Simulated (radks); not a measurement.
The numbers below are computed, except where a source is named.
The tellurium anion Te2-, [Xe], held by a Watson sphere: a shell of charge +1.78 at radius R that stands for the Madelung well of a crystal (potential energy -1.78/R inside, -1.78/r outside, in hartree with lengths in bohr). Code: a radial shooting solver on a logarithmic mesh with Libxc functionals. Model: scalar-relativistic Kohn-Sham, PBE, spin-polarised, spherical densities, point nucleus. Response by self-consistent Sternheimer equations with the Hartree and adiabatic LDA kernel, the relativistic mass of each level held fixed and spin-orbit coupling left out. The sphere does not respond.

R (bohr)  e(4d) (eV)  e(5s) (eV)  e(5p) (eV)  <r> 5p (bohr)  sum of <r^2> (bohr^2)  X-ray form factor at sin(theta)/lambda = 0.1 1/angstrom  alpha (bohr^3)
2.6          -39.041     -14.210      -5.485          2.695                  79.86                                                   49.209           50.53
2.74         -38.851     -13.948      -5.337          2.730                  81.34                                                   49.151           53.62
2.84         -38.735     -13.768      -5.228          2.755                  82.40                                                   49.112           56.00
3.04         -38.535     -13.427      -5.000          2.803                  84.51                                                   49.035           61.21
3.68         -38.021     -12.489      -4.253          2.947                  91.08                                                   48.827           81.96
4.8          -37.237     -11.279      -3.076          3.150                  101.6                                                   48.586           135.4
5.33         -36.902     -10.845      -2.614          3.229                  106.3                                                   48.514           170.5
